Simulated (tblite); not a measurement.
A geometry optimisation, step by step.

Species: C4H10AlBrO.
Atom-mapped SMILES: `[CH3:1]/[CH:2]=[CH:3]/[O+:4]([CH3:5])[AlH2-:6][Br:7]` (hydrogens: H8, H9, H10 on C1; H11 on C2; H12 on C3; H13, H14, H15 on C5; H16, H17 on Al6)
Bond orders are those of one Lewis drawing.

Computed with GFN2-xTB (tblite), gas phase: L-BFGS steps from a force-field or distance-geometry start until the largest atomic force falls under 0.01 eV/Å. 6 of its 150 geometries are shown.

Step 0: E = -624.4624 eV, largest atomic force 2.017 eV/Å
```
atom  x, y, z in Å  |  force x, y, z in eV/Å
C1      2.871    0.074    0.255    0.091   0.080   0.066
C2      1.462   -0.449    0.176    0.179  -0.141   0.117
C3      0.433    0.372    0.046   -0.203  -1.081   0.011
O4     -0.916   -0.057   -0.039   -0.291   0.148   0.076
C5     -1.280   -1.450    0.059    0.657  -0.312  -0.360
Al6    -2.261    1.234   -0.245   -0.999   1.640  -0.616
Br7    -1.890    2.419   -2.272    0.049  -0.699   0.937
H8      3.112    0.632   -0.673   -0.029  -0.315   0.650
H9      2.970    0.757    1.127    0.031  -0.399  -0.641
H10     3.574   -0.764    0.379   -0.260   0.481  -0.099
H11     1.325   -1.526    0.252    0.089   0.268  -0.043
H12     0.625    1.436   -0.018   -0.690   0.016  -0.059
H13    -2.383   -1.595   -0.013    0.685   0.643  -0.038
H14    -0.802   -2.014   -0.784   -0.299   0.352   0.612
H15    -0.951   -1.861    1.026   -0.004   0.134  -0.267
H16    -2.202    2.256    0.997    0.442  -0.491  -0.305
H17    -3.694    0.546   -0.283    0.550  -0.325  -0.041
```

Step 30: E = -624.9521 eV, largest atomic force 0.064 eV/Å
```
atom  x, y, z in Å  |  force x, y, z in eV/Å
C1      2.794    0.092    0.252    0.045   0.025   0.002
C2      1.396   -0.436    0.184    0.019  -0.003   0.008
C3      0.338    0.342    0.045   -0.023  -0.054   0.007
O4     -0.980   -0.067   -0.037   -0.063   0.004   0.001
C5     -1.251   -1.453    0.045   -0.006   0.009  -0.008
Al6    -2.265    1.358   -0.257   -0.019  -0.013   0.006
Br7    -1.726    2.326   -2.236    0.009  -0.003  -0.016
H8      3.042    0.640   -0.654   -0.006   0.037  -0.008
H9      2.913    0.769    1.095   -0.012   0.033   0.001
H10     3.503   -0.721    0.364    0.000  -0.022   0.004
H11     1.292   -1.509    0.252   -0.004  -0.009  -0.005
H12     0.394    1.424   -0.021    0.048  -0.041   0.007
H13    -2.334   -1.548   -0.041    0.033  -0.022  -0.003
H14    -0.765   -1.992   -0.773   -0.025   0.022   0.027
H15    -0.922   -1.852    1.009   -0.015   0.016  -0.035
H16    -1.911    2.186    1.002    0.035   0.028   0.018
H17    -3.526    0.453   -0.241   -0.016  -0.004  -0.005
```

Step 60: E = -624.9579 eV, largest atomic force 0.028 eV/Å
```
atom  x, y, z in Å  |  force x, y, z in eV/Å
C1      2.779    0.125    0.255   -0.012  -0.008  -0.001
C2      1.400   -0.456    0.187   -0.007  -0.002   0.000
C3      0.328    0.307    0.062    0.000   0.006   0.005
O4     -0.992   -0.091   -0.024    0.007   0.015   0.006
C5     -1.275   -1.474    0.029    0.002   0.011  -0.001
Al6    -2.232    1.373   -0.244   -0.007  -0.015  -0.023
Br7    -1.692    2.264   -2.263   -0.007  -0.007   0.008
H8      3.003    0.680   -0.654    0.007  -0.001   0.007
H9      2.867    0.813    1.094    0.003  -0.002  -0.006
H10     3.518   -0.661    0.371    0.001   0.001   0.003
H11     1.325   -1.532    0.240   -0.005   0.004  -0.005
H12     0.394    1.389    0.013   -0.003  -0.011   0.003
H13    -2.356   -1.564   -0.069   -0.009  -0.003  -0.002
H14    -0.787   -2.001   -0.794    0.012  -0.002  -0.010
H15    -0.957   -1.894    0.986    0.011  -0.004   0.005
H16    -1.809    2.221    0.984    0.005   0.009   0.004
H17    -3.522    0.511   -0.182    0.000   0.008   0.006
```

Step 89: E = -624.9738 eV, largest atomic force 0.209 eV/Å
```
atom  x, y, z in Å  |  force x, y, z in eV/Å
C1      2.833    0.054    0.359    0.021  -0.020  -0.025
C2      1.431   -0.428    0.157   -0.065  -0.009   0.019
C3      0.379    0.352    0.350    0.057   0.013  -0.033
O4     -0.947    0.018    0.148   -0.017  -0.024  -0.030
C5     -1.240   -1.331   -0.174    0.051   0.008   0.010
Al6    -2.304    1.354   -0.203    0.001   0.016  -0.157
Br7    -2.318    1.363   -2.492    0.004   0.022   0.208
H8      3.241    0.393   -0.597   -0.013  -0.010   0.084
H9      2.864    0.882    1.064   -0.001  -0.015  -0.094
H10     3.476   -0.745    0.724   -0.099   0.017   0.003
H11     1.314   -1.448   -0.192    0.094   0.171   0.065
H12     0.451    1.390    0.665    0.019  -0.145  -0.022
H13    -2.326   -1.405   -0.250   -0.014   0.042   0.004
H14    -0.793   -1.610   -1.133   -0.012   0.008   0.014
H15    -0.882   -1.996    0.617   -0.020   0.027  -0.018
H16    -1.698    2.598    0.515   -0.024  -0.146  -0.051
H17    -3.489    0.572    0.432    0.018   0.044   0.025
```

Step 119: E = -625.0053 eV, largest atomic force 0.070 eV/Å
```
atom  x, y, z in Å  |  force x, y, z in eV/Å
C1      2.842    0.055    0.403    0.019   0.005   0.016
C2      1.458   -0.415    0.103   -0.006  -0.007   0.016
C3      0.398    0.351    0.291    0.003   0.003   0.016
O4     -0.925    0.031    0.061    0.002  -0.034  -0.023
C5     -1.234   -1.317   -0.243    0.000  -0.017  -0.017
Al6    -2.324    1.339   -0.163    0.015  -0.015  -0.008
Br7    -2.600    1.366   -2.420    0.012   0.016   0.032
H8      3.435    0.112   -0.511   -0.052  -0.036   0.029
H9      2.821    1.036    0.867    0.027   0.004  -0.011
H10     3.334   -0.646    1.076    0.008   0.019  -0.022
H11     1.377   -1.424   -0.277   -0.004   0.033   0.018
H12     0.466    1.369    0.655    0.017  -0.008  -0.031
H13    -2.322   -1.368   -0.317   -0.010  -0.010  -0.009
H14    -0.793   -1.619   -1.197    0.001   0.021   0.014
H15    -0.891   -1.976    0.559    0.001   0.023  -0.024
H16    -1.609    2.541    0.504   -0.028   0.004  -0.021
H17    -3.442    0.579    0.599   -0.005  -0.001   0.026
```

Step 149: E = -625.0186 eV, largest atomic force 0.008 eV/Å
```
atom  x, y, z in Å  |  force x, y, z in eV/Å
C1      2.849    0.041    0.428    0.002   0.000   0.003
C2      1.459   -0.432    0.167    0.001   0.000   0.001
C3      0.411    0.371    0.219   -0.003   0.000   0.005
O4     -0.911    0.041   -0.004   -0.004   0.007  -0.001
C5     -1.213   -1.302   -0.328   -0.002   0.002   0.000
Al6    -2.349    1.324   -0.090   -0.001  -0.007  -0.002
Br7    -2.765    1.453   -2.320    0.000  -0.003   0.003
H8      3.481   -0.164   -0.434    0.002   0.000  -0.008
H9      2.869    1.107    0.634   -0.006  -0.004   0.003
H10     3.272   -0.492    1.280   -0.001  -0.002   0.001
H11     1.363   -1.481   -0.072    0.003   0.002  -0.002
H12     0.489    1.424    0.453   -0.001  -0.002  -0.007
H13    -2.299   -1.355   -0.431   -0.001   0.002  -0.007
H14    -0.744   -1.588   -1.273    0.007  -0.002   0.002
H15    -0.893   -1.973    0.473   -0.003   0.005   0.003
H16    -1.632    2.530    0.566   -0.001   0.001   0.002
H17    -3.394    0.509    0.721    0.007   0.002   0.002
```

Q: Summarise the path.

A: The energy falls by 12.83 kcal/mol from step 0 to step 149; nine tenths of that is first reached at step 80. It rises by more than 0.2 meV at step 86. The largest force goes from 2.017 to 0.008 eV/Å. Among the bonds Al6–Br7 changes most, from 2.377 to 2.272 Å; the atoms move by 0.650 Å rms after alignment.

Q: Follow the three bonds and two angles with the largest change from start to end.

A: 
```csv
step,E above end (kcal/mol),largest force (eV/Å),Al6–Br7 (Å),Al6–H16 (Å),O4–Al6 (Å),O4–Al6–H17 (°),H16–Al6–H17 (°)
0,12.83,2.017,2.377,1.609,1.875,110.6,109.0
6,2.85,0.290,2.266,1.529,2.030,100.1,118.0
13,1.94,0.171,2.264,1.551,1.946,97.9,119.1
19,1.70,0.076,2.266,1.552,1.934,96.4,119.8
26,1.60,0.075,2.270,1.552,1.931,96.2,119.3
32,1.50,0.063,2.273,1.548,1.931,96.3,119.7
39,1.46,0.056,2.270,1.551,1.934,96.2,120.3
45,1.42,0.027,2.269,1.554,1.931,96.6,120.1
52,1.41,0.021,2.271,1.551,1.930,96.4,119.7
58,1.40,0.012,2.271,1.552,1.932,96.2,119.8
65,1.39,0.026,2.270,1.553,1.929,96.6,120.1
71,1.36,0.044,2.271,1.549,1.928,96.8,119.8
78,1.30,0.078,2.276,1.553,1.932,97.2,119.1
84,1.19,0.103,2.280,1.556,1.934,97.1,119.3
91,0.95,0.066,2.275,1.551,1.935,96.6,120.4
97,0.77,0.056,2.271,1.546,1.934,96.9,120.1
104,0.66,0.090,2.276,1.547,1.930,98.0,120.3
110,0.51,0.093,2.275,1.549,1.924,99.3,119.7
117,0.34,0.065,2.273,1.549,1.923,98.0,119.8
123,0.25,0.063,2.270,1.548,1.930,97.7,119.7
130,0.16,0.068,2.272,1.548,1.931,96.9,120.1
136,0.10,0.095,2.272,1.550,1.926,96.7,119.8
143,0.01,0.041,2.271,1.550,1.925,97.3,119.6
149,0.00,0.008,2.272,1.549,1.929,97.5,119.9
```

What follows is the cost of the whole relaxation. The run took 2.0 s wall on one thread, Arm Neoverse N1 (aarch64), shared host with 64 logical CPUs at a one-minute load of 61.
